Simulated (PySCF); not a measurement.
**How methods differ on the ionisation energy of Hf²⁺**

Hf²⁺ [Xe] 4f14 5d2 (3F) → Hf³⁺ [Xe] 4f14 5d1 (2D), as a difference of total energies. Calculation: PySCF 2.14, in aug-cc-pwCVTZ-PP with ECP60MDF (8s8p7d4f3g, 122 functions); a scalar-relativistic core potential. Correlated levels: valence: 5s2 5p6 frozen; valence and next inner shell: nothing frozen outside the core potential. The calculations carry no spin-orbit coupling.

```json
{"method": "UHF", "ionisation energy (eV)": "21.543"}
{"method": "LDA", "ionisation energy (eV)": "22.576"}
{"method": "PBE", "ionisation energy (eV)": "22.580"}
{"method": "PBE0", "ionisation energy (eV)": "22.504"}
{"method": "r2SCAN", "ionisation energy (eV)": "22.483"}
{"method": "HSE06", "ionisation energy (eV)": "22.504"}
{"method": "wB97X-V", "ionisation energy (eV)": "22.152"}
{"method": "SCS-MP2 (valence)", "ionisation energy (eV)": "21.577"}
{"method": "MP2 (valence and next inner shell)", "ionisation energy (eV)": "22.067"}
{"method": "SCS-MP2 (valence and next inner shell)", "ionisation energy (eV)": "21.969"}
```

**Question.** Estimate what MP2 (valence) gives.

**Answer.** 21.644 eV, closest to SCS-MP2 (valence) among the rows shown.

**Question.** Estimate what M06-L gives.

**Answer.** 22.081 eV, closest to MP2 (valence and next inner shell) among the rows shown.

The reference lies between the lowest fine-structure levels, while these numbers refer to the centres of the terms.

Errors of the correlated levels include the incompleteness of this basis and the frozen core.

For comparison: 22.55 ± 0.04 eV (theoretical estimate listed by NIST; NIST Atomic Spectra Database, ionization energies).
